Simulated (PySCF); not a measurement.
Be(Cl)(Me) (CH3BeCl), SMILES [CH3][Be][Cl].

Coordinates come from a r2SCAN-D4/def2-TZVP optimisation.

All values below come from PySCF with IEF-PCM-B3LYP/def2-SVP.

The values are the electrostatic part of the solvation free energy, E(continuum) − E(gas) at the gas-phase geometry, in a cavity of scaled van der Waals radii (PySCF's table); cavitation and dispersion terms are not included. A continuum can't describe solvent molecules that bind to the metal. In vacuum the orbital gap is 8.67 eV. The dipole moment in vacuum is 1.08 D.

```csv
solvent,ε,ΔG(elec) (kcal/mol),dipole (D),gap (eV)
water,78.36,-3.4,1.33,8.67
ethanol,24.85,-3.2,1.32,8.67
benzene,2.27,-1.4,1.21,8.66
```
